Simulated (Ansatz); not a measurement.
Consider the substitution at a C–O bond: `C[O][Al]([Cl])[O]C` + `N[SiH]([SiH3])S` → `CS[SiH](N)[SiH3]` + `C[O][Al]([OH])[Cl]`.

Isolated molecules relaxed with PBE0-D4/def2-TZVP in Ansatz; ΔE leaves out vibrations. CCSD(T)/CBS adds triple-zeta CCSD(T) − MP2 to the extrapolated MP2 energy (def2 sets, frozen cores). DFT in def2-TZVPP. B3LYP here is the variant with VWN-RPA as its local correlation; programs differ in this. One conformer a species, not always the lowest.

```csv
level,ΔE (eV)
B3LYP,-0.41
MP2/def2-TZVPP,-0.58
SCS-MP2/def2-TZVPP,-0.50
SCS-MP2/def2-QZVPP,-0.53
```

(1) What does CCSD(T)/CBS give? (An estimate is asked.)

Largest T1 diagnostic among the species: 0.012.

## Answers

(1) Ansatz gave: -0.54 eV. The listed levels differ from it by 0.13, -0.04, 0.04, 0.01 eV.

The D4 term adds −0.06 eV with B3LYP and −0.03 eV with PBE0; it sums over pairs of atoms, weighted by their polarisabilities, and B3LYP, whose exchange is more repulsive, gets the larger term. In def2-TZVPP, CCSD(T) changes the Hartree–Fock value by −0.18 eV (the triples alone add −0.03 eV) and MP2 by −0.26 eV.
